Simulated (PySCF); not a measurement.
# Correlation energy of B²⁺ (boron, charge +2)

[He] 2p1, 2P determinant (an excited configuration). Computed with PySCF 2.14 in x2c-QZVPPall with one added diffuse shell each of s, p, d, f type (8s5p4d3f1g, 73 functions), with scalar relativity by spin-free X2C-1e. Frozen: nothing; 3 electrons correlated.

| level | correlation energy (mhartree) |
| --- | --- |
| CCSD | -20.30 |
| (T) | -0.02 |
| CCSD(T) | -20.32 |

Diagnostics: T1 = 0.0011, D1 = 0.0020, largest double amplitude 0.008.

Cost of the coupled-cluster step: of the order of 12 core-seconds, for 3 correlated electrons.

This basis was not built for core-valence correlation, so the inner-shell part is incomplete.
